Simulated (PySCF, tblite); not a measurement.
Isomers of C9H14O, one GFN2-xTB conformer each. Single-point energies are computed at PBE0/pcSseg-1 (PySCF, gas phase, no added dispersion term), electronic only.

Question: Rank them by PBE0/pcSseg-1 energy, lowest first (kcal/mol).
A. `[CH3:1]/[CH:2]=[CH:3]\[C:4](=[CH:5]\[CH2:6][CH3:7])[C:8]([CH3:9])=[O:10]` with C2–C3–C4–C5 151°, C4–C5–C6–C7 113°, C3–C4–C8–C9 -54°
B. `[CH3:1][C@:2]1([CH:3]2[CH2:4][CH2:5]2)[CH2:6][CH2:7][CH2:8][C:9]1=[O:10]` with C1–C2–C3–C4 74°, C2–C3–C4–C5 112°, C1–C2–C6–C7 -149°, C2–C6–C7–C8 38°, C6–C7–C8–C9 -31°

Answer: B (0.0), A (13.8).

As drawn, the lower has a three-membered ring and a quaternary carbon, which the higher lacks; the higher has a C=C bond outside aromatic rings, which the lower lacks. GFN2-xTB itself gives, in the same order: 0.0, 29.0. Both levels put the same isomer lowest.

Which frontier levels, dipoles and rotational constants go with these structures?

| SMILES | HOMO (eV, PBE0/pcSseg-1) | LUMO (eV) | dipole (D) | A, B, C (MHz) |
| --- | --- | --- | --- | --- |
| C[C@]1(C2CC2)CCCC1=O | -6.97 | -0.53 | 2.75 | 1757, 1247, 1229 |
| C/C=C\C(=C\CC)C(C)=O | -6.64 | -1.12 | 2.37 | 1997, 849.7, 728.4 |

What happens when harmonic zero-point energies from GFN2-xTB frequencies are added?

```
              SMILES  ZPE (kcal/mol)  electronic (kcal/mol)  with ZPE (kcal/mol)
C[C@]1(C2CC2)CCCC1=O           131.1                    0.0                  0.0
C/C=C\C(=C\CC)C(C)=O           127.8                   13.8                 10.5
```

The zero-point energies span 3.3 kcal/mol. The order is unchanged.
